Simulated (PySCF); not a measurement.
# Computed vibrations of [Ta(OH)4]+

[Ta(OH)4]+ (singlet). PySCF 2.14.0, RKS PBE, Ta def2-SVP with ECP60, O def2-SVP, H def2-SVP; non-relativistic Hamiltonian with scalar-relativistic core potentials where named; density fitting; no spin-orbit coupling. Central differences of gradients.

```xyz
9

Ta    0.0000    0.0000   -0.1404
O     1.8253   -0.1789    0.3454
H     2.5058    0.3365    0.8215
O     0.1789    1.8253    0.3454
H    -0.3365    2.5058    0.8215
O    -1.8253    0.1789    0.3454
H    -2.5058   -0.3365    0.8215
O    -0.1789   -1.8253    0.3454
H     0.3365   -2.5058    0.8215
```

Run from Python with OMP_NUM_THREADS=2. Where DIIS fails, smearing, a level shift and second-order steps follow.
It took 60 s on 2 threads of Arm Neoverse V2, with other jobs on the host.

(1) What are the harmonic wavenumbers and infrared intensities?

(2) Is this a minimum?

Answers

(1) Modes are labelled in C4; negative numbers are unstable modes, those under 60 cm⁻¹ near the noise; a finer grid moves soft modes by up to 10 cm⁻¹.
```tsv
cm⁻¹	km/mol	symmetry
-227	–	b
-102	–	e
-102	–	e
150	2.1	a
270	0.0	b
354	0.0	b
356	73.0	e
356	73.0	e
419	203.5	a
559	0.0	b
595	265.4	a
621	275.0	e
621	275.0	e
704	0.0	b
712	84.3	e
712	84.3	e
766	6.4	a
3724	0.0	b
3724	672.1	e
3724	672.1	e
3737	192.5	a
```

(2) No: 3 unstable; the lowest moves the atoms so:
```
Ta   0.00  0.00  0.00
O   -0.05 -0.03  0.25
H   -0.24  0.33  0.13
O   -0.03  0.05 -0.25
H    0.33  0.24 -0.13
O    0.05  0.03  0.25
H    0.24 -0.33  0.13
O    0.03 -0.05 -0.25
H   -0.33 -0.24 -0.13
```
